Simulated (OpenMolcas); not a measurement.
A run on Pd3+ among 5 point charges of -1.5 e arranged as a square pyramid (C4v), 2.37 Å from the ion, with the axial distance 2.299 Å.
```
   2.3700    0.0000    0.0000  -1.50
   0.0000    2.3700    0.0000  -1.50
  -2.3700    0.0000    0.0000  -1.50
   0.0000   -2.3700    0.0000  -1.50
   0.0000    0.0000    2.2989  -1.50
```

```json
{"Program": "OpenMolcas", "Method": "CASSCF", "Basis": "ANO-RCC-VTZP [7s6p4d2f1g]", "Scalar Hamiltonian": "DKH2, point nucleus", "Active space": "7 electrons in 5 orbitals (4d)", "State averaging": "2S+1 = 4 even, 10 roots; 2S+1 = 2 even, 40 roots", "Spin-orbit coupling": "RASSI with atomic mean-field integrals over the reference wave functions"}
```

68 basis functions. Blocks (2S+1, parity, CSFs, roots kept): 4, even, 10, 10; 2, even, 40, 40.

Task: How long do the RASSCF and RASSI steps take on 1 thread of Arm Neoverse V1, with other jobs on the host?

Result: About 13 s of wall time, without the integral step.
